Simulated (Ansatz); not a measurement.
C2H8FNOSi can be A, `CC[Si](N)(O)F`, or B, `CO[Si](C)(N)F`.

Program: Ansatz. Geometries: PBE0-D4/def2-TZVP. ΔE: electronic, gas phase. CCSD(T)/CBS adds triple-zeta CCSD(T) − MP2 to the extrapolated MP2 energy (def2 sets, frozen cores). DFT in def2-TZVPP. B3LYP here is the variant with VWN-RPA as its local correlation; programs differ in this. Each species was taken in one conformer, which may not be the lowest.

(1) Which is lower in electronic energy at CCSD(T)/CBS, and by how much? (Best estimate.)

(2) Give E(B) − E(A) in kcal/mol with MP2/def2-TZVPP, B3LYP-D4, B2PLYP, HF/def2-TZVPP, PBE0-D4, r2SCAN-D4, PBE-D4. (Best estimate.)

Largest T1 diagnostic: 0.011.

Results:

(1) The calculation gave: A, by 10.9 kcal/mol.

(2) The calculation gave: MP2/def2-TZVPP 11.6, B3LYP-D4 9.0, B2PLYP 9.6, HF/def2-TZVPP 7.9, PBE0-D4 10.5, r2SCAN-D4 10.0, PBE-D4 10.2. None reverses the order clearly.

In def2-TZVPP, CCSD(T) changes the Hartree–Fock value by +2.6 kcal/mol (the triples alone add +0.2 kcal/mol) and MP2 by +3.7 kcal/mol.
